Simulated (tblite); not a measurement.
Species: C₅H₇F₃O.
Structure used (GFN2-xTB), in Å, numbered top down from 1:
```xyz
16
C5H7F3O angstrom
C      2.0538    0.0883    0.1801
C      0.6496   -0.0536    0.7539
C     -0.4031   -0.1958   -0.3525
C     -0.6857    1.1130   -1.0791
O     -0.1071    2.1374   -0.8865
C     -1.7150   -0.7259    0.2150
F     -1.5628   -1.9175    0.8086
F     -2.6475   -0.8978   -0.7362
F     -2.2462    0.0929    1.1296
H      2.3174   -0.7821   -0.4170
H      2.1248    0.9763   -0.4415
H      2.7720    0.1782    0.9904
H      0.6069   -0.9313    1.4022
H      0.4092    0.8270    1.3520
H     -0.0777   -0.9267   -1.1039
H     -1.4961    1.0266   -1.8265
```

Method: GFN2-xTB as coded in tblite; computed harmonic values from a numerical Hessian at the method's own geometry, unscaled. Errors from tens to a few hundred cm⁻¹ against measured bands are possible. One conformer, not necessarily the lowest.

Harmonic wavenumbers (cm⁻¹): 51.5, 70.3, 84.0, 167.5, 196.2, 212.9, 267.2, 325.8, 354.4, 363.5, 476.3, 508.3, 604.9, 644.0, 788.7, 814.5, 903.9, 927.3, 997.9, 1036.4, 1068.7, 1076.7, 1108.0, 1151.3, 1179.1, 1220.1, 1237.3, 1285.9, 1342.6, 1378.3, 1417.3, 1470.8, 1494.6, 1500.2, 1809.4, 2795.1, 2922.8, 2989.0, 3003.7, 3035.3, 3055.8, 3061.4.

A = 2293, B = 1247, C = 982.9 MHz; mass 140.045 u (most abundant isotopes); point group C1, symmetry number 1.

**Question.** Zero-point energy?

**Answer.** ½Σν̃ = 25199 cm⁻¹ = 301.45 kJ/mol.

**Question.** Give the ideal-gas entropy at 500 K and 1 bar in the rigid-rotor, harmonic-oscillator model (classical rotation).

**Answer.** Translation 181.24, rotation 128.31, vibration 193.40: S = 503.0 J/(mol K).

**Question.** And Cp and H(500 K) − H(0)?

**Answer.** Cp = 213.62 J/(mol K), of which vibrations give 180.36 (their classical limit is 42 R = 349.2); H(500 K) − H(0) = 65.16 kJ/mol without the zero-point energy, 48.53 from vibrations.

**Question.** Blend soft modes into free rotors: weight 1/[1 + (100 cm⁻¹/ν̃)⁴] for the oscillator and the rest for a rotor with moment μB/(μ + B), μ = h/(8π²ν), B = 10⁻⁴⁴ kg m². What vibrational entropy results?

**Answer.** 177.64 J/(mol K) in place of 193.40, which changes −T·S at 500 K by +7.88 kJ/mol.

**Question.** What must be added to the electronic energy to get the Gibbs energy at 500 K and 1 bar?

**Answer.** ZPE + [H(500 K) − H(0)] − T·S = 301.45 + 65.16 − 251.48 = 115.13 kJ/mol.

**Question.** How do the functions run with temperature in this model?

**Answer.** 
| T (K) | S (J/(mol K)) | Cp (J/(mol K)) | H − H(0) (kJ/mol) | G − H(0) (kJ/mol) | ln q(vib) |
| --- | --- | --- | --- | --- | --- |
| 50 | 246.0 | 55.0 | 2.10 | -10.20 | 0.51 |
| 100 | 291.3 | 77.9 | 5.43 | -23.69 | 1.70 |
| 298.15 | 409.6 | 149.8 | 28.16 | -93.96 | 6.74 |
| 373.15 | 446.1 | 175.7 | 40.38 | -126.07 | 8.57 |
| 750 | 600.3 | 265.8 | 125.62 | -324.60 | 17.20 |
| 1000 | 681.6 | 298.6 | 196.47 | -485.13 | 22.34 |

q(vib) and H(0) count from the zero-point level.

Hindered rotation and anharmonicity are outside this model. Other conformers, if any are populated, would add a mixing term that is left out. The structure is chiral; the term R ln 2 for an equal mix with its mirror image is left out.

The run took 0.46 s on Arm Neoverse V1, one thread, on a shared host. The figure is for the frequency step alone.
